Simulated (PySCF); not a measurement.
Dipole response of B (boron, neutral)

[He] 2s2 2p1, 2P determinant. All numbers are calculated (PySCF 2.14, the non-relativistic Hamiltonian (point nucleus), in aug-cc-pVQZ with one added diffuse shell each of s, p, d, f, g type (7s6p5d4f3g, 105 functions)). Coupled (time-dependent) response in atomic units; α is the mean over directions.

```tsv
method	mean α (bohr³)	α xx, yy, zz	C₆ (like pair)	S(−4)
UHF	22.21	20.49, 25.63, 20.49	106.1	428.2
PBE	23.88	20.89, 29.86, 20.89	116.9	424.8
PBE0	22.64	20.21, 27.51, 20.21	110.1	350.3
BP86	23.83	20.88, 29.73, 20.88	117.1	410.6
LC-wPBE	21.52	19.65, 25.24, 19.65	103.6	295.4
```

S(−4) is the Cauchy moment in α(ω) = α(0) + S(−4) ω² + …

Reference α: 20.5 ± 0.1 bohr³ (recommended; Schwerdtfeger and Nagle, table of static dipole polarizabilities (2023 update)). Published C₆: 99.50 (Chu and Dalgarno (2004); Tang, Norbeck and Certain (1976)).

α(iu) at PBE0:

```json
{"u (hartree)": "0", "α(iu) (bohr³)": "22.64"}
{"u (hartree)": "0.0500", "α(iu) (bohr³)": "21.81"}
{"u (hartree)": "0.100", "α(iu) (bohr³)": "19.77"}
{"u (hartree)": "0.200", "α(iu) (bohr³)": "14.80"}
{"u (hartree)": "0.300", "α(iu) (bohr³)": "10.74"}
{"u (hartree)": "0.500", "α(iu) (bohr³)": "6.003"}
{"u (hartree)": "0.750", "α(iu) (bohr³)": "3.362"}
{"u (hartree)": "1.00", "α(iu) (bohr³)": "2.132"}
{"u (hartree)": "1.50", "α(iu) (bohr³)": "1.077"}
{"u (hartree)": "2.00", "α(iu) (bohr³)": "0.6509"}
{"u (hartree)": "3.00", "α(iu) (bohr³)": "0.3167"}
{"u (hartree)": "5.00", "α(iu) (bohr³)": "0.1280"}
```

A single London oscillator, α(iu) = α/(1 + u²/ω²), gives C₆ = (3/4) ω α². Matching the computed C₆ needs ω = 4 × 110.1 / (3 × 22.64²) = 0.286 hartree.

The components differ because the open shell of this determinant is not spherical; for a pure term their mean is the scalar polarisability.
